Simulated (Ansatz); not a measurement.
Mulliken charges of CH$_{5}$AlBF, SMILES `C[BH][AlH][F]` from PBE/def2-TZVPP in Ansatz (PBE0-D4/def2-TZVP geometry).

```json
{"atom": "C1", "x (Å)": "-0.578", "y (Å)": "1.038", "z (Å)": "0.822", "charge (e)": "-0.304"}
{"atom": "B2", "x (Å)": "0.406", "y (Å)": "0.460", "z (Å)": "-0.233", "charge (e)": "-0.058"}
{"atom": "Al3", "x (Å)": "0.617", "y (Å)": "-1.598", "z (Å)": "-0.750", "charge (e)": "0.469"}
{"atom": "F4", "x (Å)": "-0.439", "y (Å)": "-2.224", "z (Å)": "-1.867", "charge (e)": "-0.325"}
{"atom": "H5", "x (Å)": "-1.447", "y (Å)": "1.311", "z (Å)": "0.193", "charge (e)": "0.109"}
{"atom": "H6", "x (Å)": "-0.959", "y (Å)": "0.356", "z (Å)": "1.583", "charge (e)": "0.099"}
{"atom": "H7", "x (Å)": "-0.255", "y (Å)": "1.974", "z (Å)": "1.285", "charge (e)": "0.111"}
{"atom": "H8", "x (Å)": "1.051", "y (Å)": "1.269", "z (Å)": "-0.851", "charge (e)": "0.023"}
{"atom": "H9", "x (Å)": "1.692", "y (Å)": "-2.631", "z (Å)": "-0.200", "charge (e)": "-0.124"}
```

Task: By hand: the dipole of these point charges (1 e Å = 4.8032 D).

Result: Σ q r = (0.118, 0.384, 0.344) e Å, of length 0.529 e Å = 2.54 D.

Task: How does the dipole of the full density compare? (Best estimate.)

Result: Computed: (0.020, 0.344, 0.297) e Å, 2.19 D; the point charges give 1.16 times that, at 10° from its direction.

Point charges leave out the atoms' own dipoles, such as those of lone pairs, and Mulliken's split depends on the basis, so the two needn't agree.
